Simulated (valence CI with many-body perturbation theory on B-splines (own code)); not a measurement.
## Forbidden lines of Rh XXIV

Method: relativistic CI+MBPT: four valence electrons over a frozen Dirac-Fock core [Ar], a basis of 7 s, 7 p, 8 d, 6 f, 4 g, 1 h functions for each j, with the one-electron correlation potential Σ1, the two-electron term Σ2, the three-electron term Σ3, Breit, model QED; selected CI, second order for the rest, scaled by the run's own slope (own B-spline code, finite nucleus).

No measured spectrum was set against this ion. As an estimate, terms of the open shell hold to 2 to 4 % of their energy, and close levels can change places. Only levels of the ground parity were solved; by the run's estimate the other parity begins above the list, which can be wrong where configurations are misplaced.

Lines 1 to 50 of 120 in falling wavelength, among levels below 478470 cm⁻¹, chosen from the decays that carry over 1 % of a level's rate. Wavelengths and rates use the calculated energies, so an error of 3000 cm⁻¹ moves a line at 5113 Å by 15 % and its rate by three times that or more. Weak lines are less certain than strong ones. Lines between different terms over intervals too small for the method are left out, as are lines whose strength nearly cancels. Branching is blank where the lifetime is uncertain.

Names give the largest LS component (configuration and term), which can be under half, so a name can repeat, a term be missing and a line seem to break the LS rules; names also repeat where a configuration has a term twice. Letters in brackets count levels of one name in rising energy.

| λ vac (Å) | Upper | Lower | Type | A (s⁻¹) | Branch % |
| --- | --- | --- | --- | --- | --- |
| 11090 | 3d4 5D_4 | 3d4 5D_3 | M1 | 1.66e+01 | 100.0 |
| 10370 | 3d4 3H_6 | 3d4 3H_5 | M1 | 1.18e+01 | 99.9 |
| 7487 | 3d4 5D_3 | 3d4 5D_2 | M1 | 9.92e+01 | 100.0 |
| 5940 | 3d4 5D_2 | 3d4 5D_1 | M1 | 2.33e+02 | 100.0 |
| 5222 | 3d4 5D_1 | 3d4 5D_0 | M1 | 2.91e+02 | 100.0 |
| 5113 | 3d4 3G_3 | 3d4 3H_4 | M1 | 5.51e+01 | 2.5 |
| 4858 | 3d4 3P_2 [b] | 3d4 3F_3 [a] | M1 | 6.18e+01 | 1.0 |
| 4218 | 3d4 3H_5 | 3d4 3H_4 | M1 | 2.38e+02 | 50.0 |
| 4133 | 3d4 3F_2 [b] | 3d4 3P_2 [d] | M1 | 9.13e+01 | 1.3 |
| 3812 | 3d4 3G_4 | 3d4 3G_3 | M1 | 3.00e+02 | 18.2 |
| 3668 | 3d4 3P_2 [a] | 3d4 3P_1 [a] | M1 | 2.38e+02 | 22.0 |
| 3559 | 3d4 3P_2 [a] | 3d4 3F_2 [a] | M1 | 6.04e+01 | 5.6 |
| 3488 | 3d4 3P_2 [d] | 3d4 3P_2 [c] | M1 | 1.51e+02 | 3.8 |
| 3428 | 3d4 3P_2 [b] | 3d4 3P_2 [a] | M1 | 1.03e+02 | 1.7 |
| 3310 | 3d4 3F_4 [a] | 3d4 3H_5 | M1 | 1.91e+02 | 5.7 |
| 3044 | 3d4 3G_5 | 3d4 3G_4 | M1 | 5.97e+02 | 31.3 |
| 3024 | 3d4 3P_2 [c] | 3d4 3D_1 | M1 | 2.16e+02 | 3.8 |
| 3002 | 3d4 3P_1 [a] | 3d4 3P_0 [a] | M1 | 6.22e+02 | 11.7 |
| 2844 | 3d4 1G_4 [a] | 3d4 3G_5 | M1 | 2.07e+02 |  |
| 2726 | 3d4 3F_3 [a] | 3d4 3F_2 [a] | M1 | 2.46e+02 | 12.4 |
| 2649 | 3d4 3D_1 | 3d4 3P_2 [a] | M1 | 4.65e+02 | 6.7 |
| 2538 | 3d4 3H_4 | 3d4 5D_4 | M1 | 7.44e+02 | 77.2 |
| 2442 | 3d4 3F_3 [a] | 3d4 3G_3 | M1 | 9.42e+01 | 4.7 |
| 2401 | 3d4 3P_2 [c] | 3d4 3P_2 [b] | M1 | 2.03e+02 | 3.6 |
| 2319 | 3d4 3F_2 [b] | 3d4 1F_3 | M1 | 3.07e+02 | 4.4 |
| 2290 | 3d4 1G_4 [a] | 3d4 3D_3 | M1 | 1.78e+02 |  |
| 2208 | 3d4 3G_5 | 3d4 3H_6 | M1 | 4.37e+02 | 22.9 |
| 2184 | 3d4 3G_4 | 3d4 3H_4 | M1 | 9.50e+02 | 57.6 |
| 2159 | 3d4 3D_3 | 3d4 3F_2 [a] | M1 | 9.19e+02 | 18.3 |
| 2066 | 3d4 3H_4 | 3d4 5D_3 | M1 | 2.20e+02 | 22.8 |
| 2015 | 3d4 3F_4 [b] | 3d4 1G_4 [a] | M1 | 1.76e+02 |  |
| 1977 | 3d4 3D_3 | 3d4 3G_3 | M1 | 1.17e+03 | 23.3 |
| 1946 | 3d4 1F_3 | 3d4 3P_2 [b] | M1 | 1.52e+02 |  |
| 1901 | 3d4 3P_2 [c] | 3d4 3D_3 | M1 | 7.97e+02 | 14.1 |
| 1892 | 3d4 3F_2 [b] | 3d4 3P_2 [c] | M1 | 2.98e+02 | 4.3 |
| 1877 | 3d4 1G_4 [a] | 3d4 3F_3 [a] | M1 | 7.22e+02 |  |
| 1855 | 3d4 3F_4 [a] | 3d4 3H_4 | M1 | 1.27e+03 | 37.6 |
| 1820 | 3d4 3G_5 | 3d4 3H_5 | M1 | 6.65e+02 | 34.9 |
| 1794 | 3d4 3F_3 [b] | 3d4 3P_2 [c] | M1 | 5.16e+02 |  |
| 1790 | 3d4 1I_6 | 3d4 3H_6 | M1 | 1.00e+03 | 46.2 |
| 1772 | 3d4 3P_2 [b] | 3d4 3P_1 [a] | M1 | 3.80e+02 | 6.4 |
| 1746 | 3d4 3P_2 [b] | 3d4 3F_2 [a] | M1 | 5.60e+02 | 9.5 |
| 1696 | 3d4 3G_3 | 3d4 5D_4 | M1 | 1.02e+02 | 4.6 |
| 1670 | 3d4 1G_4 [a] | 3d4 3F_4 [a] | M1 | 1.55e+03 |  |
| 1625 | 3d4 3P_2 [b] | 3d4 3G_3 | M1 | 1.21e+02 | 2.0 |
| 1607 | 3d4 3P_2 [c] | 3d4 3F_3 [a] | M1 | 4.61e+02 | 8.2 |
| 1604 | 3d4 1F_3 | 3d4 3D_3 | M1 | 1.19e+03 |  |
| 1585 | 3d4 3H_5 | 3d4 5D_4 | M1 | 2.37e+02 | 50.0 |
| 1546 | 3d4 3F_3 [b] | 3d4 1G_4 [a] | M1 | 8.48e+02 |  |
| 1538 | 3d4 3D_1 | 3d4 3P_1 [a] | M1 | 1.36e+03 | 19.7 |
